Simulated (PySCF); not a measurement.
A side-by-side comparison of computed properties.

First species: C5H10O.
SMILES: `C=C(C)COC`

Second species: C5H11ClS2Si.
InChI=1S/C5H11ClS2Si/c1-3-4-9(6)8-5(2)7/h9H,3-4H2,1-2H3/t9-/m0/s1

Levels: PBE0/pcSseg-1 for dipole moment, HOMO energy, LUMO energy and HOMO–LUMO gap; GFN2-xTB for rotational constant A and rotational constant C. Geometries: GFN2-xTB. Each structure is a single optimised conformer of the isolated species, non-relativistic unless stated. Electronic properties by PySCF.

Dipoles, sizes and rotational constants follow the conformer. The torsions of the flexible species, by atom-mapped SMILES:
- `[CH2:1]=[C:2]([CH3:3])[CH2:4][O:5][CH3:6]`: C1–C2–C4–O5 -123°, C2–C4–O5–C6 180°
- `[CH3:1][CH2:2][CH2:3][Si@@H:4]([Cl:5])[S:6][C:7]([CH3:8])=[S:9]`: C1–C2–C3–Si4 -179°, C2–C3–Si4–Cl5 62°, C3–Si4–S6–C7 173°, Si4–S6–C7–C8 178°

Values for the first species:

```
Dipole moment         : 1.23 D
HOMO energy           : -7.28 eV
LUMO energy           : 0.44 eV
HOMO–LUMO gap         : 7.72 eV
Rotational constant A : 7.391 GHz
Rotational constant C : 1.734 GHz
```

Question: Estimate the same properties for the second species, and the change in each.

Answer: 
```
             property      first     second  second less first
        dipole moment     1.23 D     2.41 D            +1.18 D
          HOMO energy   -7.28 eV   -6.52 eV           +0.76 eV
          LUMO energy    0.44 eV   -2.04 eV           -2.48 eV
        HOMO–LUMO gap    7.72 eV    4.48 eV           -3.24 eV
rotational constant A  7.391 GHz  1.608 GHz         -5.783 GHz
rotational constant C  1.734 GHz  0.377 GHz         -1.357 GHz
```

On the first: A dipole of 1.23 D is allowed in C1, and pure rotational transitions are dipole-allowed. The dipole matches unit charges of opposite sign 0.26 Å apart (1 e·Å = 4.8032 D).

On the second: In atomic units the dipole is 0.95 e·bohr (1 au = 2.5417 D).
